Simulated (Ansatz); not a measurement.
This geometry of CH6OSSi (10 atoms, charge 0, multiplicity 1) is a first-order saddle point.

The calculation used RKS PBE/def2-SVP (Ansatz).

```xyz
10
Properties=species:S:1:pos:R:3
O -0.895 0.737 -1.236
C -0.572 0.698 0.142
Si 0.253 -0.968 0.574
S 1.944 -1.357 -0.726
H -1.351 1.581 -1.411
H 0.129 1.515 0.456
H -1.465 0.788 0.815
H -0.699 -2.118 0.407
H 0.645 -0.884 2.029
H 2.093 -0.042 -1.047
```

Which two structures does it join? (They come from a converged band through this point; their orientation in space is the band's.)

No bond is made or broken. The dihedral H8–Si3–S4–H10 goes from 87 to -172°.

Image 0:

```xyz
10
Properties=species:S:1:pos:R:3
O -0.655 0.739 -1.210
C -0.581 0.688 0.213
Si 0.296 -0.952 0.661
S 2.098 -0.996 -0.527
H -0.960 1.627 -1.469
H 0.014 1.529 0.645
H -1.589 0.716 0.698
H -0.623 -2.110 0.379
H 0.662 -0.971 2.119
H 1.421 -0.320 -1.507
```

Image 10:

```xyz
10
Properties=species:S:1:pos:R:3
O -1.196 0.742 -1.176
C -0.624 0.748 0.119
Si 0.237 -0.923 0.441
S 1.865 -1.357 -0.916
H -1.597 1.616 -1.333
H 0.130 1.563 0.270
H -1.381 0.876 0.938
H -0.728 -2.053 0.232
H 0.711 -0.904 1.872
H 2.666 -0.359 -0.444
```

How far does it lie above each of them?

0.112 eV above the first and 0.027 eV above the second. This is the barrier of this one path; another mechanism may lie lower.

Time of the run: 90 s on 2 threads of Arm Neoverse V2, with other jobs on the host, peak memory 0.13 GiB.
